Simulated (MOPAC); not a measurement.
MOPAC input (PM7):

```
PM7 PRECISE GNORM=0.05 LET XYZ UHF MS=0.5 GEO-OK AUX(PRECISION=9) THREADS=1
H2BS3

S    -0.31331600 1    1.22137300 1   -1.30459600 1
B    -0.00764300 1    0.02979500 1   -0.03182600 1
S     1.67547400 1   -0.40434700 1    0.50007400 1
S    -1.35734900 1   -0.83577100 1    0.82454400 1
H     2.34287700 1    0.41150300 1   -0.33333900 1
H    -2.38159800 1   -0.26056200 1    0.17211300 1
```

Output:

```
 *******************************************************************************
 **                                                                           **
 **                              MOPAC v23.2.5                                **
 **                                                                           **
 *******************************************************************************
 ** MOPAC's Digital Object Identifier: https://doi.org/10.5281/zenodo.6511958 **
 **                                                                           **
 ** Please cite the open-source release paper for use of this MOPAC version:  **
 ** J. E. Moussa and J. J. P. Stewart (2026)                                  **
 ** MOPAC: An open-source semiempirical molecular orbital program             **
 ** J. Open Source Softw., 11(119), 8025, https://doi.org/10.21105/joss.08025 **
 *******************************************************************************

                              PM7 CALCULATION RESULTS

 *******************************************************************************
 *  PM7        - The PM7 Hamiltonian to be used
 *  GEO-OK     - OVERRIDE INTERATOMIC DISTANCE AND OTHER SAFETY CHECKS
 *  UHF        - UNRESTRICTED HARTREE-FOCK CALCULATION
 *  MS=        - IN MECI, MAGNETIC COMPONENT OF SPIN =  0.5
 *  LET        - OVERRIDE SOME SAFETY CHECKS
 *  PRECISE    - TIGHTER CRITERIA TO BE USED
 *  XYZ        - CARTESIAN COORDINATE SYSTEM TO BE USED
 *  GNORM      - EXIT WHEN GRADIENT NORM DROPS BELOW 0.050
 *  AUX        - OUTPUT AUXILIARY INFORMATION
 *******************************************************************************
PM7 PRECISE GNORM=0.05 LET XYZ UHF MS=0.5 GEO-OK AUX(PRECISION=9) THREADS=1
 H2BS3

   ATOM   CHEMICAL          X               Y               Z
  NUMBER   SYMBOL      (ANGSTROMS)     (ANGSTROMS)     (ANGSTROMS)

     1       S         -0.31331600  *   1.22137300  *  -1.30459600  *
     2       B         -0.00764300  *   0.02979500  *  -0.03182600  *
     3       S          1.67547400  *  -0.40434700  *   0.50007400  *
     4       S         -1.35734900  *  -0.83577100  *   0.82454400  *
     5       H          2.34287700  *   0.41150300  *  -0.33333900  *
     6       H         -2.38159800  *  -0.26056200  *   0.17211300  *

          CARTESIAN COORDINATES

    NO.       ATOM           X           Y           Z

     1         S         -0.3133      1.2214     -1.3046
     2         B         -0.0076      0.0298     -0.0318
     3         S          1.6755     -0.4043      0.5001
     4         S         -1.3573     -0.8358      0.8245
     5         H          2.3429      0.4115     -0.3333
     6         H         -2.3816     -0.2606      0.1721

 General Reference for PM7:
 "Optimization of Parameters for Semiempirical Methods VI: More Modifications to the
 NDDO Approximations and Re-optimization of Parameters", J. J. P. Stewart, J. Mol. Mod., 1:32, 19 (2013)
 https://link.springer.com/article/10.1007/s00894-012-1667-x

           Empirical Formula: H2 S3 B  =     6 atoms

      MOLECULAR POINT GROUP   :   C2v

          UHF CALCULATION, NO. OF ALPHA ELECTRONS =   12
                           NO. OF BETA  ELECTRONS =   11

          Geometry optimization using EF

          DIAGONAL MATRIX USED AS START HESSIAN

 CYCLE:     1  GRAD.:    17.386 HEAT:-0.1621642
 CYCLE:     2  GRAD.:    26.799 HEAT:-0.6053402
 CYCLE:     3  GRAD.:     8.811 HEAT: -1.427567
 CYCLE:     4  GRAD.:     9.754 HEAT: -1.506969
 CYCLE:     5  GRAD.:     8.648 HEAT: -1.609654
 CYCLE:     6  GRAD.:    16.229 HEAT: -1.543738
 CYCLE:     7  GRAD.:     2.089 HEAT: -1.739356
 CYCLE:     8  GRAD.:     0.472 HEAT: -1.754205
 CYCLE:     9  GRAD.:     0.069 HEAT: -1.756568
 CYCLE:    10  GRAD.:     0.026 HEAT: -1.756575

     GRADIENT =  0.02636 IS LESS THAN CUTOFF =  0.05000

 -------------------------------------------------------------------------------
 PM7 PRECISE GNORM=0.05 LET XYZ UHF MS=0.5 GEO-OK AUX(PRECISION=9) THREADS=1
 H2BS3

     GEOMETRY OPTIMISED USING EIGENVECTOR FOLLOWING (EF).
     SCF FIELD WAS ACHIEVED

                              PM7 CALCULATION
                                                       MOPAC v23.2.5 Linux

          FINAL HEAT OF FORMATION =         -1.75657 KCAL/MOL =      -7.34951 KJ/MOL

          COSMO AREA              =        129.87 SQUARE ANGSTROMS
          COSMO VOLUME            =        121.42 CUBIC ANGSTROMS

          GRADIENT NORM           =          0.02636          =       0.01076 PER ATOM
          IONIZATION POTENTIAL    =          9.304338 EV
          ALPHA SOMO LUMO (EV)    =         -9.304 -2.180
          BETA  SOMO LUMO (EV)    =         -9.320 -3.145
          NO. OF ALPHA ELECTRONS  =         12
          NO. OF BETA  ELECTRONS  =         11
          MOLECULAR WEIGHT        =        109.0058         POINT GROUP:  C2v

          MOLECULAR DIMENSIONS (Angstroms)

            Atom       Atom       Distance
            H     6    H     5     5.04448
            S     3    S     1     2.77192
            S     1    S     4     0.00000

          SCF CALCULATIONS        =         11

   ATOM   CHEMICAL          X               Y               Z
  NUMBER   SYMBOL      (ANGSTROMS)     (ANGSTROMS)     (ANGSTROMS)

     1       S         -0.31920741  *   1.24433206  *  -1.32911965  *
     2       B         -0.01259160  *   0.04911887  *  -0.05246560  *
     3       S          1.66625645  *  -0.40729883  *   0.50279431  *
     4       S         -1.34732696  *  -0.83598309  *   0.82520268  *
     5       H          2.48629760  *   0.34125545  *  -0.25286598  *
     6       H         -2.48012232  *  -0.36524207  *   0.27848782  *

                             CARTESIAN COORDINATES

   1    S       -0.319207415     1.244332061    -1.329119653
   2    B       -0.012591599     0.049118870    -0.052465604
   3    S        1.666256450    -0.407298834     0.502794312
   4    S       -1.347326964    -0.835983094     0.825202676
   5    H        2.486297599     0.341255454    -0.252865981
   6    H       -2.480122324    -0.365242072     0.278487815

           Empirical Formula: H2 S3 B  =     6 atoms

      MOLECULAR POINT GROUP   :   C2v

          ALPHA EIGENVALUES
 -27.48966 -26.15968 -25.43487 -15.37799 -13.06289 -12.89455 -12.06777 -11.40166
 -10.50899  -9.90262  -9.52438  -9.30434  -2.18019  -1.46140  -1.29319  -0.85827
  -0.64555  -0.63872  -0.49703  -0.46043  -0.37401  -0.25328  -0.21209  -0.13738
  -0.10856  -0.09926  -0.07337   0.13674   0.39625   0.48579   2.61558   2.91327
   3.59824

           BETA EIGENVALUES
 -27.10868 -26.04464 -23.24283 -15.36656 -13.02520 -12.49811 -11.62411 -11.33806
 -10.37123  -9.35570  -9.32017  -3.14540  -2.15705  -1.27730  -1.16217  -0.80421
  -0.54795  -0.47765  -0.26393  -0.24962  -0.17238  -0.13543  -0.12963  -0.12545
  -0.11384  -0.10225  -0.05510   0.15105   0.46120   0.56698   2.63575   2.91407
   3.62204

              NET ATOMIC CHARGES AND DIPOLE CONTRIBUTIONS

  ATOM NO.   TYPE          CHARGE      No. of ELECS.   s-Pop       p-Pop       d-Pop
    1          S          -0.040729        6.0407     1.94153     4.04160     0.05759
    2          B           0.020474        2.9795     0.60531     2.37422
    3          S          -0.155470        6.1555     1.87736     4.16118     0.11693
    4          S          -0.155472        6.1555     1.87735     4.16118     0.11694
    5          H           0.165602        0.8344     0.83440
    6          H           0.165595        0.8344     0.83440
 DIPOLE           X         Y         Z       TOTAL
 POINT-CHG.    -0.172     0.671    -0.716     0.996
 HYBRID        -0.119     0.464    -0.496     0.689
 SUM           -0.291     1.135    -1.212     1.686

          ATOMIC ORBITAL ELECTRON POPULATIONS

     Atom    s        px        py        pz      x^2-y^2     xz        z^2       yz        xy
    1  S   1.94153   1.05135   1.51014   1.48012   0.01063   0.00513   0.00933   0.02783   0.00468
    2  B   0.60531   0.90968   0.72445   0.74009
    3  S   1.87736   1.08879   1.54878   1.52361   0.01364   0.03584   0.00742   0.02649   0.03354
    4  S   1.87735   1.06209   1.56358   1.53551   0.02591   0.03594   0.01107   0.01479   0.02924
    5  H   0.83440
    6  H   0.83440

                    (SZ)    =    0.500000
                    (S**2)  =    0.758162

          ATOMIC ORBITAL SPIN POPULATIONS

    Atom   Total    s     px     py     pz   x^2-y^2  xz     z^2    yz     xy
         Atomic
    1  S  0.9533  0.009  0.899  0.023  0.013  0.005  0.000  0.002  0.000  0.001
    2  B -0.0375 -0.004 -0.016 -0.008 -0.008
    3  S  0.0434 -0.001  0.025  0.008  0.012 -0.000  0.000 -0.000 -0.001  0.000
    4  S  0.0434 -0.001  0.008  0.018  0.019 -0.000  0.000  0.000 -0.001  0.000
    5  H -0.0013 -0.001
    6  H -0.0013 -0.001

 **********************
 *                    *
 * JOB ENDED NORMALLY *
 *                    *
 **********************

 == MOPAC DONE ==
```

The geometry given is a B3LYP-D3(BJ)/def2-TZVP minimum.
